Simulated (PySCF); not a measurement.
Ground-state electric properties of a mixed set of molecules.

All values: PBE0/def2-SVPD (PySCF) at GFN2-xTB geometries, gas phase, one conformer each. Core orbitals are frozen in the response; Δα² is half the sum of the squared differences of the principal polarisabilities.

Question: Rank by mean static polarisability, highest first.
A. `CCn1cc(Cl)nn1`
B. `C=C1C=CC=C1`
C. `O=C1CCCN1`
D. `C#C[C@@H]1CS[SiH2]S1`

Answer: D (15.76 Å³), A (11.98 Å³), B (10.39 Å³), C (8.31 Å³).

Question: Rank by HOMO–LUMO gap, highest first.
A. `CCOCC#N`
B. `CCn1cc(Cl)nn1`
C. `C=C1C=CC=C1`
D. `C#C[C@@H]1CS[SiH2]S1`
E. `O=C1CCCN1`

Answer: A (8.36 eV), E (7.67 eV), B (6.93 eV), D (6.30 eV), C (4.45 eV).

All values together:

| SMILES | formula | μ (D) | HOMO (eV) | LUMO (eV) | α (Å³) | Δα (Å³) | electrons | α per electron (Å³) |
| --- | --- | --- | --- | --- | --- | --- | --- | --- |
| CCOCC#N | C4H7NO | 3.18 | -8.34 | 0.02 | 8.34 | 2.23 | 46 | 0.181 |
| CCn1cc(Cl)nn1 | C4H6ClN3 | 5.33 | -7.37 | -0.44 | 11.98 | 6.67 | 68 | 0.176 |
| C=C1C=CC=C1 | C6H6 | 0.64 | -6.40 | -1.96 | 10.39 | 7.51 | 42 | 0.247 |
| C#C[C@@H]1CS[SiH2]S1 | C4H6S2Si | 0.84 | -7.04 | -0.73 | 15.76 | 2.09 | 76 | 0.207 |
| O=C1CCCN1 | C4H7NO | 4.32 | -7.17 | 0.50 | 8.31 | 2.88 | 46 | 0.181 |

Conformers: `[CH3:1][CH2:2][O:3][CH2:4][C:5]#[N:6]` with C1–C2–O3–C4 -69°, C2–O3–C4–C5 -59°; `[CH3:1][CH2:2][n:3]1[cH:4][c:5]([Cl:6])[n:7][n:8]1` with C1–C2–N3–C4 -76°; `[CH:1]#[C:2][C@@H:3]1[CH2:4][S:5][SiH2:6][S:7]1` with C2–C3–C4–S5 -63°, C3–C4–S5–Si6 -38°, C4–S5–Si6–S7 7°, S5–Si6–S7–C3 18°; `[O:1]=[C:2]1[CH2:3][CH2:4][CH2:5][NH:6]1` with O1–C2–C3–C4 166°, C2–C3–C4–C5 25°, C3–C4–C5–N6 -26°, C4–C5–N6–C2 19°.
